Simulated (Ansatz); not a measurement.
AlAsClH5Si (`[AlH2][SiH](Cl)[AsH2]`). The species carries charge 0 and has multiplicity 1. The geometry is a stationary point of PBE0-D4/def2-TZVP.

```xyz
9

Al   -1.925    0.773   -0.073
Si    0.507    0.482   -0.264
Cl    1.463    1.409    1.334
As    1.075   -1.814   -0.431
H    -2.833    0.567   -1.359
H    -2.574    1.112    1.333
H     1.075    1.102   -1.494
H     0.684   -2.083    1.015
H     2.527   -1.548   -0.062
```

(1) What is the dipole moment at r2SCAN/def2-TZVPP? (Estimate.)

(2) And with PBE, B3LYP, ωB97M-V? (Best estimate.)

(3) Give the Mulliken charges with r2SCAN, PBE, B3LYP in def2-TZVPP. (An estimate is asked.)

Results:

(1) Ansatz gave: 0.96 D, with components (-0.72, -0.29, -0.56) D in this frame, pointing from negative to positive charge.

(2) Computed: PBE 0.95 D, B3LYP 1.09 D, ωB97M-V 1.10 D.

(3) The calculation gave: 
```tsv
atom	r2SCAN	PBE	B3LYP
Al1	0.52	0.37	0.42
Si2	0.16	0.14	0.21
Cl3	-0.26	-0.22	-0.26
As4	-0.04	-0.04	-0.04
H5	-0.16	-0.11	-0.13
H6	-0.15	-0.10	-0.13
H7	-0.08	-0.05	-0.06
H8	0.00	0.00	-0.01
H9	0.00	0.01	0.00
```

B3LYP here is the variant with VWN-RPA as its local correlation; programs differ in this.
